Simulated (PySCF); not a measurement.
A GIAO shielding run with PySCF 2.14 (density fitting, non-relativistic, gas phase) on SMILES C[S@@](=O)CCC([SiH3])[SiH3], C$_{4}$H$_{14}$OSSi$_{2}$:

```
$ OMP_NUM_THREADS=1 python probes_run.py task.json out

{"job": {"kind": "nmr", "xc": "PBE0", "basis": "pcSseg-1"}, "charge": 0, "multiplicity": 1}
C      3.276826    -0.389121    -0.086085
S      2.423723     1.250418     0.004260
O      2.298510     1.710601    -1.379494
C      0.745209     0.585330     0.469010
C      0.085790    -0.121433    -0.694965
C     -1.416932    -0.349333    -0.500666
Si    -1.783693    -1.482944     0.986083
Si    -2.422701     1.272624    -0.471614
H      4.324669    -0.197353    -0.292113
H      2.852769    -0.975678    -0.892054
H      3.171130    -0.891693     0.867963
H      0.170706     1.465668     0.755596
H      0.878350    -0.053438     1.339086
H      0.572893    -1.088503    -0.855439
H      0.257511     0.488185    -1.588962
H     -1.755679    -0.892536    -1.391206
H     -3.155052    -1.980666     0.890821
H     -1.606348    -0.763389     2.250369
H     -0.850399    -2.616562     0.965678
H     -3.833132     0.938671    -0.677076
H     -1.956850     2.159166    -1.537444
H     -2.287709     1.951372     0.822028
```

Hardware: 1 thread of an Arm Neoverse N1, shared host. The job also computes population analyses, field gradients.

Task: How large is the calculation?

Result: 90 electrons, 227 basis functions and 1248 auxiliary functions.

Task: How long does it take, and how much memory does it need?

Result: 88 s of wall time, with 15 SCF cycles and 5 response iterations; peak memory 1.1 GiB. Times on a shared host scatter by some tens of per cent.
